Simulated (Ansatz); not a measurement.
Ideal-gas functions of CH$_{4}$ClFGe, SMILES `[CH3][GeH]([F])[Cl]` at 400 K and 1 bar, from an Ansatz frequency run at PBE0-D4/def2-TZVP.

Molar mass 143.1 g/mol, point group C1 (symmetry number 1), electronic degeneracy 1, moments of inertia 97.41, 180.326, 236.78 u Å². Harmonic wavenumbers (cm⁻¹, unscaled): 113, 159, 195, 209, 430, 628, 669, 694, 721, 824, 852, 1269, 1445, 1447, 2189, 3070, 3166, 3172.

Use S(trans) = R[1.5 ln M + 2.5 ln T − 1.1517]; rotational temperatures θ = 24.2544 K / I; S(rot) = R[ln(√π/σ · √(T³/θAθBθC)) + 1.5]; for each mode x = 1.438777 ν̃/T, S = R[x/(eˣ − 1) − ln(1 − e⁻ˣ)] and H = RT x/(eˣ − 1); 1 cm⁻¹ = 0.0119627 kJ/mol; R = 8.31446 J/(mol·K).

**Question.** By hand: the entropy, in J/(mol·K).

**Answer.** Translation 176.9. Rotation: θ = 0.249, 0.1345, 0.1024 K, giving 115.5. Vibration, mode by mode: 15.86, 13.07, 11.43, 10.88, 5.47, 3.11, 2.77, 2.58, 2.39, 1.78, 1.64, 0.49, 0.29, 0.28, 0.03, 0.00, 0.00, 0.00, in all 72.1. Electronic 0.0. Sum 364.5 J/(mol·K).

**Question.** By hand: H − E and G − E in kJ/mol, counted from the electronic energy.

**Answer.** Zero-point energy ½ × 21252 × 0.0119627 = 127.1; thermal vibration 15.6; translation, rotation and pV give 4 RT = 13.3. H − E = 156.0 kJ/mol, and G − E = 156.0 − 400 × 364.5/1000 = 10.2 kJ/mol.

Vibration gives 20 % of the entropy, 15.9 J/(mol·K) of it from the mode under 150 cm⁻¹: soft modes count most, and the harmonic formula is weakest for them. The sum counts one conformer and one mirror image; others add a mixing term.
